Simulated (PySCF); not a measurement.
Gas-phase XPS of `O=Cc1nnco1`, computed

C₃H₂N₂O₂.
Z-matrix (Å and degrees, GFN2-xTB geometry), rows numbered from 1:
```
O 
C   1  1.1983
C   2  1.4661  1  124.92
N   3  1.3040  2  125.83  1   179.95
N   4  1.3320  3  107.39  2  -179.99
C   5  1.2966  4  106.71  3     0.01
O   6  1.3304  5  112.45  4    -0.01
H   2  1.1031  1  123.71  3  -180.00
H   6  1.0707  5  126.92  4  -180.00
```

Method used: delta-SCF UKS SCAN, pcX-2 on the ionised atom, pcseg-1 elsewhere, spin-free X2C in PySCF 2.14.0. These are vertical core ionisation energies against the vacuum level, from separate self-consistent calculations with and without the core hole.

Task: List the computed XPS lines with their assignment.

Result: 
```tsv
atom(s)	bonded to	level	binding energy (eV)	above the level's lowest (eV)	count
C3	O (aromatic in the SMILES), N (aromatic in the SMILES) and C	C 1s	293.98	0.00	1
C6	O (aromatic in the SMILES), N (aromatic in the SMILES) and H	C 1s	294.08	+0.10	1
C2	O (double bond), C and H	C 1s	294.41	+0.43	1
N5	N (aromatic in the SMILES) and C (aromatic in the SMILES)	N 1s	406.66	0.00	1
N4	N (aromatic in the SMILES) and C (aromatic in the SMILES)	N 1s	406.71	+0.05	1
O1	C (double bond)	O 1s	538.54	0.00	1
O7	2 C (aromatic in the SMILES)	O 1s	541.90	+3.36	1
```

The listed C 1s values span 0.43 eV, from C3 (bonded to O (aromatic in the SMILES), N (aromatic in the SMILES) and C) to C2 (bonded to O (double bond), C and H). The widest gap between neighbouring values is 0.33 eV, between 294.08 and 294.41 eV. Summing the Pauling electronegativity differences to the bonded atoms, each weighted by its formal bond order, gives +2.07 for the lowest site and +1.43 for the highest; the largest sum, +2.07, belongs to C3, 0.43 eV below the top. The smallest sum, +1.43, belongs to C2, 0.43 eV above the lowest.

The 2 N 1s values lie within 0.05 eV of each other; Gaussian lines of 0.5 eV full width would blend them into one maximum.

The listed O 1s values span 3.36 eV, from O1 (bonded to C (double bond)) to O7 (bonded to 2 C (aromatic in the SMILES)). Summing the Pauling electronegativity differences to the bonded atoms, each weighted by its formal bond order, gives -1.78 for the lowest site and -2.67 for the highest; the largest sum, -1.78, belongs to O1, 3.36 eV below the top. The smallest sum, -2.67, belongs to O7, 3.36 eV above the lowest.

Task: Which photon energy gives electrons from O 1s of O1 a kinetic energy of 100 eV, and what is their de Broglie wavelength?

Result: hν = 538.54 + 100 = 638.54 eV, recoil neglected; λ = 12.264 Å/√(E/eV) = 1.23 Å.

Task: Express the binding energy of O 1s of O1 in atomic units and per mole.

Result: 538.54 eV = 19.7910 Eh = 51961 kJ/mol.

The structure is a single GFN2-xTB conformer in the gas phase; no vibrational or solvent corrections.
